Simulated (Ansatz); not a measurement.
Frontier orbitals of CH₉NOSi₂ (`CO[SiH](N)[SiH3]`).

```xyz
14

C     2.049   -0.925    0.138
O     1.237    0.128    0.595
Si   -0.061    0.689   -0.260
N    -0.661    2.155    0.371
Si   -1.813   -0.872   -0.198
H     2.430   -0.733   -0.873
H     1.509   -1.879    0.127
H     2.901   -1.021    0.814
H     0.401    0.948   -1.655
H    -0.152    3.016    0.253
H    -1.209    2.165    1.215
H    -2.522   -0.791    1.110
H    -2.802   -0.616   -1.281
H    -1.307   -2.265   -0.355
```

The species carries charge 0 and has multiplicity 1. The geometry is a stationary point of PBE0-D4/def2-TZVP. It is one conformer, not always the lowest. Basis def2-TZVPP, Ansatz.

| functional | HOMO (eV) | LUMO (eV) | gap (eV) |
| --- | --- | --- | --- |
| LDA (SPW92) | -6.21 | -0.93 | 5.28 |
| PBE | -6.11 | -0.75 | 5.36 |
| revPBE | -6.07 | -0.65 | 5.42 |
| r2SCAN | -6.40 | -0.43 | 5.97 |
| PBE0 | -7.42 | 0.08 | 7.50 |
| CAM-B3LYP | -8.75 | 1.08 | 9.83 |
| ωB97M-V | -9.55 | 1.73 | 11.28 |

From PBE to PBE0 the HOMO moves by −1.30 eV and the LUMO by +0.83 eV, and with ωB97M-V by −3.44 and +2.48 eV, so the gap grows from 5.37 to 11.29 eV with exact exchange. A positive LUMO is unbound and depends on the basis.
